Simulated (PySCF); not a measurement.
Working out the ionisation energy of Bi⁺

Bi⁺ [Xe] 4f14 5d10 6s2 6p2 (3P) → Bi²⁺ [Xe] 4f14 5d10 6s2 6p1 (2P). All numbers are calculated (PySCF 2.14, scalar relativity through the core potential, in def2-QZVPPD with the def2 core potential (60 electrons)). Frozen: 5s2 5p6 5d10. Energies in hartree (1 hartree = 27.21139 eV):

```tsv
part	Bi⁺ (lower)	Bi²⁺ (upper)
UHF	-213.293017	-212.730473
CCSD correlation	-0.050936	-0.038692
(T)	-0.001093	-0.000425
```

Task: What does Hartree-Fock give?

Result: (-212.730473) − (-213.293017) = 0.562544 hartree = 15.308 eV.

Task: What do CCSD and CCSD(T) give?

Result: The CCSD correlation energies differ by 0.012244 hartree = 0.333 eV and the triples by 0.000668 hartree = 0.018 eV, so CCSD gives 15.641 eV and CCSD(T) 15.659 eV.

Reference: 16.703 eV (measured; NIST Atomic Spectra Database, ionization energies), between the lowest levels; spin-orbit coupling is absent from the calculation.

What remains against the reference includes basis incompleteness, the frozen core and higher excitations.
